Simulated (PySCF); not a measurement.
## Two-dimensional NMR puzzle

Compound of formula C$_{5}$H$_{8}$O$_{2}$Si. Correlations simulated from computed shifts and the bond graph:

HSQC (one-bond C–H):
```tsv
δH	δC
7.20	165.0
6.08	129.1
4.83	93.5
4.74	93.5
4.61	73.2
```

COSY cross peaks (H two or three bonds apart, from the bond graph; peaks can be absent where the dihedral angle is near 90°):
```tsv
δH	δH
7.20	6.08
7.20	4.61
6.08	5.36
6.08	5.17
5.36	5.17
4.83	4.74
```

HMBC (two and three bonds, from the bond graph):
```tsv
δH	δC
7.20	165.1, 129.1, 73.2
6.08	165.0, 73.2
5.36	165.1, 165.0, 129.1
5.17	165.1, 165.0, 129.1
4.83	165.1, 73.2
4.74	165.1, 73.2
4.61	165.1, 165.0, 129.1, 93.5
```

Carbons without hydrogens: δ 165.1.

- coordinates at the GFN2-xTB level
- NMR shieldings at PBE0/pcSseg-1/GIAO
- code: PySCF 2.14
- non-relativistic Hamiltonian, single conformer, gas phase

Scale: ¹H (σref 31.72), ¹³C (σref 186.93) against TMS (reference shieldings calculated alike).

Exchangeable hydrogens are left out of these lists.

Task: Work out the connectivity.

Result: SMILES C=C1O[SiH2]C=C[C@H]1O.

Structure with atom numbers: `[CH2:1]=[C:2]1[O:3][SiH2:4][CH:5]=[CH:6][C@H:7]1[OH:8]`. Hydrogens are named by the atom that carries them. Ha(C1) is cis to O3; Ha(Si4) is cis to O8 on the ring; Hb(C1) is trans to O3; Hb(Si4) is trans to O8 on the ring.

- δC 165.1 is C2, an alkene carbon bearing oxygen.
- δC 165.0 is C6, an alkene CH (δH 7.20).
- δC 129.1 is C5, an alkene CH (δH 6.08).
- δC 93.5 is C1, a β carbon of an enol-ether or enamine type C=C (δH 4.74, 4.83).
- δC 73.2 is C7, an allylic sp3 CH bonded to O (δH 4.61).
- HMBC from δH 7.20 reaches the proton-free carbon C2.
- HMBC from δH 5.36 reaches the proton-free carbon C2.
- HMBC from δH 5.17 reaches the proton-free carbon C2.
- HMBC from δH 4.83 reaches the proton-free carbon C2.
- COSY links 7.20–6.08, 7.20–4.61, 6.08–5.36, 6.08–5.17, 5.36–5.17, 4.83–4.74.

This is the structure that produced the data.

OH/NH shifts are gas-phase values; hydrogen bonding in solution moves them, usually downfield. Shifts are as computed. Against solution values, carbons near 30 ppm lie about +3 ppm off and those near 130 ppm about +5 ppm. Of 1211 compounds with measured shifts, 218 miss one by over three times the rms of a fit or turn the order of signals round; such compounds aren't used in these exercises.
